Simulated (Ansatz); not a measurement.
Total energies of GeBrH3 (GeH₃Br) from Ansatz at PBE0-D4/def2-TZVP, gas phase (1 Eh = 27.2114 eV = 2625.5 kJ/mol). The reference geometry is relaxed at PBE-D4/def2-TZVP.

```xyz
5

Ge   -0.100    0.153    0.060
Br    1.117   -1.696   -0.666
H    -0.930    0.653   -1.141
H     0.917    1.213    0.530
H    -1.003   -0.322    1.217
```

```json
{"state": "charge 0 singlet", "geometry": "reference", "energy (Eh)": "-4652.43252"}
{"state": "charge 1 doublet", "geometry": "reference", "energy (Eh)": "-4652.04276"}
{"state": "free Ge atom (triplet)", "geometry": "–", "energy (Eh)": "-2076.65516"}
{"state": "free Br atom (doublet)", "geometry": "–", "energy (Eh)": "-2573.81189"}
{"state": "free H atom (doublet)", "geometry": "–", "energy (Eh)": "-0.50104"}
```

Work out the vertical ionisation energy to the doublet.

E(charge 1 doublet) − E(charge 0 singlet) = -4652.04276 − (-4652.43252) = 0.38976 Eh = 10.61 eV. For comparison, −ε of the highest occupied level is 8.25 eV at this level, 2.36 eV less.

What is the binding energy per atom against free atoms?

Atoms: 1 × (-2076.65516) + 1 × (-2573.81189) + 3 × (-0.50104) = -4651.97017 Eh. Binding: -4651.97017 − (-4652.43252) = 0.46235 Eh = 12.58 eV, or 2.52 eV for each of 5 atoms (no zero-point energy, no counterpoise term).
